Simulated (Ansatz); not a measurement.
Al₆N₆. Charge 0, multiplicity 1. Geometry PBE-D4/def2-SVP; atoms count from 1.

```tsv
atom	x (Å)	y (Å)	z (Å)
Al1	-1.458	1.345	0.037
Al2	1.655	-1.169	-0.004
Al3	1.466	1.238	0.450
Al4	0.093	-0.259	-1.758
Al5	-1.302	-1.464	0.311
Al6	0.037	-0.038	2.140
N7	1.725	0.364	-1.161
N8	-0.178	1.676	1.255
N9	-1.560	0.604	-1.657
N10	1.799	-0.265	1.597
N11	-2.402	-0.149	-0.452
N12	0.124	-1.884	-0.759
```

The restricted singlet is unstable towards broken spin symmetry in Hartree–Fock (as tested in another run); at PBE0-D4/def2-TZVP this wasn't settled. The structure comes from a short search, and lower isomers may exist.

Question: Estimate the Mulliken populations from the PBE0/def2-TZVP orbitals of Ansatz.

Answer: 
```csv
atom,charge (e)
Al1,0.47
Al2,0.46
Al3,0.39
Al4,0.44
Al5,0.30
Al6,0.19
N7,-0.42
N8,-0.40
N9,-0.34
N10,-0.40
N11,-0.31
N12,-0.39
```
Mulliken values and Mayer orders depend strongly on the basis.

Question: And the Mayer bond orders between bonded heavy atoms (over 0.3)?

Answer: Al1–N8 1.23 (1.80 Å); Al1–N9 0.98 (1.85 Å); Al1–N11 0.99 (1.83 Å); Al2–N7 0.90 (1.92 Å); Al2–N10 1.10 (1.84 Å); Al2–N12 1.04 (1.85 Å); Al3–N7 1.10 (1.85 Å); Al3–N8 0.99 (1.88 Å); Al3–N10 0.92 (1.92 Å); Al4–N7 1.06 (1.85 Å); Al4–N9 1.08 (1.87 Å); Al4–N12 0.91 (1.91 Å); Al5–Al6 0.81 (2.68 Å); Al5–N11 1.04 (1.88 Å); Al5–N12 1.11 (1.83 Å); Al6–N8 0.86 (1.94 Å); Al6–N10 1.03 (1.86 Å); N9–N11 0.74 (1.65 Å).
